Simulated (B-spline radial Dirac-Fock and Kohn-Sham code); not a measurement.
Z = 52 (tellurium), transition energy 1230 keV. The computed values come from a B-spline atomic structure program: a Dirac-Hartree-Slater potential of the neutral atom with a Latter tail (no hole, which puts coefficients of high multipoles low close above an edge), finite nucleus with surface currents. Subshells that would emit electrons below 1 keV are left out, and so is internal pair formation.

**Question.** A pure transition shows α(K) = 0.00292, L1/L2 = 6.00 and L1/L3 = 21.0. What is its multipolarity?
A. E4
B. E2
C. E3
D. M2
E. E1
F. M3
G. M4
H. M1

**Answer.** A. For comparison, α(K), L1/L2, L1/L3 are E1 0.000367, 51.6, 32.8; E2 0.000811, 21.3, 31.4; E3 0.00158, 10.2, 26.7; M1 0.00100, 36.5, 97.6; M2 0.00230, 23.9, 105; M3 0.00444, 16.8, 58.7; M4 0.00811, 12.5, 29.5.
